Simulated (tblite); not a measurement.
C3H13ClSi4.
Numbering: `[SiH3:1][SiH:2]([SiH3:3])[SiH2:4][C@@H:5]1[CH2:6][C@@H:7]1[Cl:8]` (hydrogens: H9, H10, H11 on Si1; H12 on Si2; H13, H14, H15 on Si3; H16, H17 on Si4; H18 on C5; H19, H20 on C6; H21 on C7)

Structure optimised with GFN2-xTB, isolated species.

Task: Give the optimised bond lengths and angles.

Result: 
| bond | length (pm) | order |
| --- | --- | --- |
| Si1–Si2 | 232.4 | single |
| Si2–Si3 | 233.2 | single |
| Si2–Si4 | 233.2 | single |
| Si4–C5 | 189.5 | single |
| C5–C6 | 150.5 | single |
| C6–C7 | 149.0 | single |
| C7–Cl8 | 176.0 | single |
| C5–C7 | 149.1 | single |
| Si1–H9, Si1–H10, Si1–H11 | 146.4 | single |
| Si2–H12 | 148.7 | single |
| Si3–H13, Si3–H14, Si3–H15 | 146.5 | single |
| Si4–H16 | 147.2 | single |
| Si4–H17 | 146.7 | single |
| C5–H18 | 108.4 | single |
| C6–H19 | 107.9 | single |
| C6–H20 | 108.1 | single |
| C7–H21 | 108.2 | single |

Bonds in one row agree within 1 pm and their mean is given. Orders are formal, as drawn. A selection of angles:
| angle | degrees |
| --- | --- |
| Si1–Si2–Si3 | 112.9 |
| Si1–Si2–Si4 | 110.9 |
| Si3–Si2–Si4 | 117.0 |
| Si2–Si4–C5 | 110.4 |
| Si4–C5–C6 | 120.4 |
| Si4–C5–C7 | 120.0 |
| C6–C5–C7 | 59.6 |
| C5–C6–C7 | 59.7 |
| C6–C7–Cl8 | 118.5 |
| C5–C7–C6 | 60.6 |
| C5–C7–Cl8 | 118.7 |

Dihedral angles: Si1–Si2–Si4–C5 173° (antiperiplanar); Si2–Si4–C5–C6 144° (anticlinal); Si4–C5–C6–C7 -109° (anticlinal); C5–C6–C7–Cl8 109° (anticlinal); Si4–C5–C7–C6 110° (anticlinal).

Of the pairs four or more bonds apart, Si3···Cl8 is among the closest relative to their van der Waals radii: 3.49 Å, 91 % of the sum of Bondi's values. Si2 (SiH silicon) is distorted tetrahedral (angles from 103.8° to 117.0°). Si4 (SiH2 silicon) is distorted tetrahedral (angles from 103.5° to 115.0°). The 3-membered ring C5–C6–C7 has internal angles of 59.6° to 60.6°. Si3 (SiH3 silicon) is distorted tetrahedral (angles from 105.9° to 113.8°). Si1 (SiH3 silicon) is distorted tetrahedral (angles from 106.1° to 113.3°).

Point group: C1 (no symmetry element, even within 0.4 Å). Its lowest GFN2-xTB frequency is 12i cm⁻¹, too small to tell a flat minimum from a shallow saddle. One conformer, not necessarily the lowest.

Hardware: one thread of an Intel Xeon 6975P-C, on a shared host. Cost: 1.3 s wall. That covers the optimisation of the geometry.

All values are computed, not measured.
